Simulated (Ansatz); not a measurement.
Stretching the Sn1–I3 bond in HISn (SMILES [SnH][I]) (multiplicity 1 held, fragments rigid). Energies count from the point at 2.758 Å.
Geometry at that point (charge 0, multiplicity 1):
```
atom    x (Å)    y (Å)    z (Å)
----  -------  -------  -------
Sn     0.4523   0.9150   0.9654
H      0.7303   2.1769  -0.2634
I     -0.4405  -0.9043  -0.9058
```

R- and RO- levels are restricted; in cc, def2 and unpolarised 6-31G sets they are followed outwards from rest. Unrestricted levels (U-) break spin symmetry where that is lower. Active spaces are followed from a long bond inwards. Curves can end on different states.

Cores are frozen in the correlated methods. Filled d and f shells under p-block atoms count as core.

Run with Ansatz (Gaussian basis) for Hartree–Fock, density functionals and correlated methods.  In def2 rows elements past Kr take small-core potentials, without spin–orbit coupling.

Energies in kcal/mol.

```csv
R (Å),R-HF/def2-SVP,U-MP2/def2-SVP,"SC-NEVPT2 on CASSCF(6,4)/def2-SVP","FIC-MRCISD on CASSCF(6,4)/def2-SVP","FIC-MRCISD+Q on CASSCF(6,4)/def2-SVP"
2.207,66.1,65.5,66.9,65.9,67.2
2.482,11.7,11.2,12.6,11.2,12.2
2.758,0.0,0.0,0.0,0.0,0.0
3.034,4.8,5.5,4.6,4.6,4.6
3.310,15.3,16.7,15.1,14.7,14.9
3.724,32.7,39.2,32.0,31.0,31.3
4.137,48.4,54.4,45.9,44.3,44.8
4.827,68.7,62.4,59.6,56.9,57.5
5.517,82.8,64.1,63.6,60.4,61.2
6.344,93.8,64.5,64.3,61.2,61.9
7.447,102.2,64.6,64.5,61.4,62.1
8.827,108.1,64.7,64.5,61.4,62.2
```

Doubts at one or more of the structures used: a restricted determinant that unrestricted orbitals would lower (R-HF/def2-SVP); a spin-contaminated determinant (U-MP2/def2-SVP); active orbitals that take no part (SC-NEVPT2 on CASSCF(6,4)/def2-SVP, FIC-MRCISD on CASSCF(6,4)/def2-SVP, FIC-MRCISD+Q on CASSCF(6,4)/def2-SVP).

Ansatz is a first-principles code.
